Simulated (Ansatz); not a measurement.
Basis sets compared for Sn17AsH28⁻. The state is a singlet with charge -1. Geometry PBE-D4/def2-SVP. Ansatz on 4 threads of AMD EPYC 7R13 on a shared host and a share (37 GiB) of an NVIDIA H100 80GB HBM3; times are rough, and most runs start from earlier orbitals.

```xyz
46

Sn   -1.054    0.660   -4.464
Sn   -1.649   -3.591   -3.045
Sn    1.953    3.078   -1.422
As    0.725   -0.318   -1.060
Sn    3.103    3.481    2.647
Sn    0.662    3.378    1.063
Sn    3.495   -1.230    2.148
Sn   -3.670    0.427   -0.688
Sn   -1.147   -0.895    2.733
Sn    0.789   -4.624    0.616
Sn    0.515    2.925   -3.847
Sn   -1.634   -0.901   -2.169
Sn   -1.486   -5.365   -0.866
Sn   -2.395    3.039   -0.691
Sn    0.935   -1.842    1.098
Sn    3.544    0.982    3.901
Sn   -0.867    1.909    2.924
Sn   -3.663   -1.333    1.538
H    -2.454    1.214   -5.342
H    -0.119   -0.247   -5.634
H    -0.273   -3.934   -4.062
H    -3.047   -3.980   -4.018
H     3.228    1.901   -1.301
H     2.804    4.620   -1.491
H     1.547   -1.269   -1.957
H     4.617    3.764    1.813
H     3.168    4.608    3.989
H     0.134    5.041    1.183
H     4.578   -1.001    0.799
H     4.086   -2.665    2.954
H    -5.096   -0.086   -1.589
H    -0.955   -1.531    4.350
H     2.196   -5.107   -0.294
H     0.892   -5.509    2.118
H     1.763    3.096   -5.068
H    -0.413    4.391   -3.957
H    -1.389   -7.042   -1.347
H    -2.896   -5.234    0.141
H    -2.635    2.960   -2.480
H    -3.944    3.888   -0.395
H     2.315    0.614    5.081
H     5.049    0.850    4.781
H    -0.183    2.329    4.481
H    -2.458    2.623    2.895
H    -3.796   -3.036    1.173
H    -4.876   -1.036    2.761
```

In the def2 sets Sn takes a core potential; there is no spin–orbit coupling. Single mean-field runs in def2-SVP, def2-TZVP are fitted with def2-universal-jkfit.

```
                         level  functions  energy (Eh)  HOMO (eV)  LUMO (eV)  wall time
 PBE-D4/def2-SVP (with forces)        614   -5895.4780      -2.37      -0.38        8 s
PBE0-D4/def2-SVP (with forces)        614   -5895.7483      -3.10       0.25       11 s
```

Task: Estimate the rows for PBE-D4/def2-TZVP, PBE0-D4/def2-TZVP.

Result: 
```tsv
level	functions	energy (Eh)	HOMO (eV)	LUMO (eV)	wall time
PBE-D4/def2-TZVP	1066	-5895.8944	-2.53	-0.54	9.5 s
PBE0-D4/def2-TZVP	1066	-5896.1459	-3.20	0.14	13 s
```
